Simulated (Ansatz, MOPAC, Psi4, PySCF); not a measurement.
System: SiNH2F3 (charge 0, singlet). SMILES: F[Si](N)(F)F
Geometry from a B3LYP-D3(BJ)/def2-TZVP (Ansatz, a quantum-chemistry and plane-wave program) optimisation:
```xyz
7

N      1.6258    -0.2885     0.2310
Si    -0.0079     0.0008    -0.0023
F     -0.6083    -0.5087    -1.3769
F     -0.8420    -0.7271     1.1250
F     -0.2817     1.5565     0.0339
H      1.9777    -1.1783     0.5416
H      2.3402     0.2992    -0.1644
```

Quantity: size of the dipole moment, in D. Conventions: non-relativistic; PM7 with its own dispersion and hydrogen-bond terms; six Cartesian d functions in 6-31G* and its kin unless marked 5d; 6-311+G** with 5d, 6d on Na to Ar in Ansatz; no spin-orbit coupling; dispersion terms only where a functional's name holds one; LANL2DZ with its own core potentials from Na on. First-principles rows: single points at B3LYP-D3(BJ) geometries (Ansatz). Semi-empirical rows: dipoles at the shared geometry.

| level | program | size of the dipole moment (D) |
|---|---|---|
| PM7 | MOPAC | 3.49 |
| SVWN5/6-31G* | Ansatz | 2.94 |
| PBE/LANL2DZ | Ansatz | 3.60 |
| PBE/6-311+G** | Ansatz | 2.98 |
| B3LYP/LANL2DZ | Ansatz | 3.67 |
| B3LYP/6-31G | Ansatz | 3.60 |
| B3LYP/6-311+G** | Ansatz | 3.04 |
| M06-2X/6-31G* (5d) | PySCF | 2.95 |
| wB97X-D/6-31G* | Psi4 | 2.98 |

No value to compare with is used here. The 9 habitual levels span 2.94 (SVWN5/6-31G*) to 3.67 D (B3LYP/LANL2DZ).

The levels are drawn from those run, B3LYP/6-31G* more often than the rest, none by its result; left out are runs that failed, that the program found above a lower state of the same kind, or whose <S^2> lies over 0.5 above the pure value.
